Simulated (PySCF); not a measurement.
Computed with TPSSh-D3(BJ)/def2-TZVP // BP86-D3(BJ)/def2-SVP (PySCF). Isolated molecules, 0 K electronic values unless said otherwise. One relaxed conformer stands for a flexible species; it need not be the lowest. 

Reference species: [Zr(NH2)3(H)] (neutral, multiplicity 1).

| Property | Result |
|---|---|
| mean distance from the central atom to its bonded neighbours | 2.002 Å |
| HOMO | -6.39 eV |

Changed species: [Zr(H)4] (4 of 4 NH2 replaced by H; the reference has 1 of 4 NH2 replaced by H).

Question: Predict the effect on the mean distance from the central atom to its bonded neighbours and HOMO.

Answer: the mean distance from the central atom to its bonded neighbours falls by 0.147 Å, to 1.855 Å; the HOMO drops by 1.57 eV, to -7.96 eV.
